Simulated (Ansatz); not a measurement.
## A geometry optimisation of C2HSi2 with PBE-D3(BJ)/def2-SVP

The starting geometry of this gas-phase doublet was optimised with GFN2-xTB.

```xyz
5

C     0.8270    0.7896   -0.5176
C    -0.0506   -0.2576   -0.7258
Si   -0.5279    1.4923   -1.5237
Si   -0.2155   -1.9957   -0.3091
H     1.7650    0.8424    0.0196
```

Problem. Predict what it relaxes into with PBE-D3(BJ)/def2-SVP.

Solution. A new bond forms, giving a structure given below by its coordinates. Contacts that close: Si3–Si4 (3.71 → 2.49 Å).

The energy falls by 0.57 eV over 15 steps:

```csv
step,E − E(last) (eV)
1,0.571
3,0.422
4,0.361
6,0.205
7,0.097
9,0.008
10,0.001
12,0.000
13,0.000
15,0.000
```

Final geometry (Å):

```xyz
5

C     0.9803    0.7815   -0.4250
C     0.4737   -0.4605   -0.3565
Si   -0.6489    0.7941   -1.3889
Si   -0.8473   -1.6188   -0.7929
H     1.8402    1.3746   -0.0933
```

The end wasn't checked by frequencies. Open shells are spin-unrestricted. Run with Ansatz 0.2.0, 25 s on 1 thread of Intel(R) Xeon(R) 6975P-C (Granite Rapids) (shared host).
